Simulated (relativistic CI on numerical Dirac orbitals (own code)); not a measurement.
**Level scheme of Tb³⁺**

Method of calculation: Dirac-Coulomb-Breit CI, orbitals from a KLI potential per configuration, a model potential for QED, valence Slater integrals scaled by 0.85 (own radial code, finite nucleus).

Configurations in the expansion (outside the closed core [Xe]): 4f8.

The lowest level is 4f8 7F_6, with 95 % of that term; Hund's rules for 4f8 give 7F with J = 6, in agreement.

```csv
No.,Configuration,Term,J,E (eV),%,Next component (%),Landé g,jj configuration (%)
1,4f8,7F,6,0.0000,95,5 5G,1.492,4f5/2^4 4f7/2^4 (37)
2,4f8,7F,5,0.2545,97,2 5G,1.493,4f5/2^4 4f7/2^4 (44)
3,4f8,7F,4,0.4076,95,3 5D,1.494,4f5/2^4 4f7/2^4 (41)
4,4f8,7F,3,0.5285,94,4 5D,1.495,4f5/2^3 4f7/2^5 (36)
5,4f8,7F,2,0.6132,94,5 5D,1.495,4f5/2^4 4f7/2^4 (45)
6,4f8,7F,1,0.6694,94,6 5D,1.496,4f5/2^3 4f7/2^5 (46)
7,4f8,7F,0,0.6969,94,6 5D,,4f5/2^4 4f7/2^4 (45)
8,4f8,5D,4,2.3375,91,4 3F,1.486,4f5/2^4 4f7/2^4 (32)
9,4f8,5L,10,2.9925,93,7 3M,1.192,4f5/2^4 4f7/2^4 (43)
10,4f8,5D,3,3.0611,90,4 7F,1.481,4f5/2^3 4f7/2^5 (48)
11,4f8,5G,6,3.0920,61,14 5H,1.260,4f7/2^2 (44)
12,4f8,5L,9,3.1809,95,3 3M,1.131,4f5/2^4 4f7/2^4 (58)
13,4f8,5G,5,3.2581,68,21 5H,1.213,4f5/2^5 4f7/2^3 (51)
14,4f8,5L,8,3.2817,92,3 3K,1.046,4f5/2^4 4f7/2^4 (46)
15,4f8,5D,2,3.3010,72,18 3P,1.470,4f5/2^2 4f7/2^6 (38)
16,4f8,5G,4,3.3138,71,19 5H,1.092,4f5/2^4 4f7/2^4 (53)
17,4f8,5L,7,3.3208,85,8 3K,0.934,4f5/2^5 4f7/2^3 (33)
18,4f8,5L,6,3.3417,81,11 3K,0.770,4f5/2^4 4f7/2^4 (40)
19,4f8,5G,3,3.3969,81,12 5H,0.880,4f5/2^4 4f7/2^4 (35)
20,4f8,5G,2,3.4668,92,6 3F,0.368,4f5/2^4 4f7/2^4 (46)
21,4f8,5D,1,3.6120,79,13 3P,1.475,4f5/2^3 4f7/2^5 (28)
22,4f8,5H,7,3.6762,80,10 5I,1.248,4f5/2^4 4f7/2^4 (59)
23,4f8,5D,0,3.6825,74,17 3P,,4f5/2^2 4f7/2^6 (43)
24,4f8,5H,6,3.8828,62,17 5I,1.199,4f5/2^4 4f7/2^4 (51)
25,4f8,5H,5,3.9947,55,22 5G,1.101,4f5/2^3 4f7/2^5 (37)
26,4f8,5H,4,4.0636,60,21 5G,0.914,4f5/2^4 4f7/2^4 (37)
27,4f8,5H,3,4.1199,84,12 5G,0.562,4f5/2^4 4f7/2^4 (43)
28,4f8,5I,8,4.2072,84,8 3K,1.228,4f5/2^4 4f7/2^4 (49)
29,4f8,5F,5,4.2438,84,8 5G,1.372,4f5/2^5 4f7/2^3 (47)
30,4f8,5F,4,4.3017,75,9 5G,1.312,4f5/2^4 4f7/2^4 (40)
31,4f8,5I,7,4.3812,75,9 5H,1.171,4f5/2^4 4f7/2^4 (44)
32,4f8,5F,3,4.4584,84,6 5D,1.240,4f5/2^3 4f7/2^5 (37)
33,4f8,5I,6,4.5033,65,19 5H,1.082,4f5/2^3 4f7/2^5 (44)
34,4f8,5I,4,4.5065,69,15 5H,0.685,4f5/2^4 4f7/2^4 (33)
35,4f8,5F,2,4.5302,87,3 3P,1.020,4f5/2^4 4f7/2^4 (54)
36,4f8,5I,5,4.5581,69,19 5H,0.935,4f5/2^4 4f7/2^4 (49)
37,4f8,5F,1,4.5736,92,6 3D,0.060,4f5/2^4 4f7/2^4 (38)
38,4f8,3I,6,4.7105,33,15 3H,1.019,4f5/2^3 4f7/2^5 (32)
39,4f8,3P,2,4.7352,56,29 5D,1.470,4f5/2^2 4f7/2^6 (30)
40,4f8,5K,9,4.7495,92,5 3L,1.213,4f5/2^4 4f7/2^4 (46)
41,4f8,3O,10,4.8299,35,31 3M,1.006,4f5/2^5 4f7/2^3 (54)
42,4f8,5K,8,4.9460,84,8 3K,1.147,4f5/2^4 4f7/2^4 (44)
43,4f8,5K,5,4.9496,38,34 3I,0.836,4f5/2^4 4f7/2^4 (42)
44,4f8,5K,7,4.9969,43,28 3I,1.076,4f5/2^3 4f7/2^5 (39)
45,4f8,3O,12,5.0321,91,9 1Q,1.075,4f5/2^4 4f7/2^4 (84)
```

Energies count from the lowest computed level. Filled j subshells are mostly left out of the jj labels.

The mean weight of the leading LS term, summed over parents, in these 45 levels is 77 %, and that of the leading jj configuration (from the same eigenvectors) 44 %, so LS coupling describes them better.

One configuration and one scale for all Slater integrals: terms of lower spin can come out thousands of cm⁻¹ low, and their order can be wrong. 6 of the 6 excited levels that our extract of the measured tables holds in this range could be paired (the sources list more); they are missed by 26 cm⁻¹ on average and 33 at most, and levels without a partner can miss by more. Some levels of the ground configuration have no partner and can miss by 10 % or more.

Landé's interval rule says that E(J) − E(J−1) = AJ with one A. For the ground term the intervals give A = -221.5, -226.8, -227.7, -243.7, -247.0, -342.1 cm⁻¹ for J = 1, 2, 3, 4, 5, 6; the multiplet is inverted.

LS names give the leading component of a level, which can be under half, so a name can repeat, a term be missing and a line seem to break the LS rules.
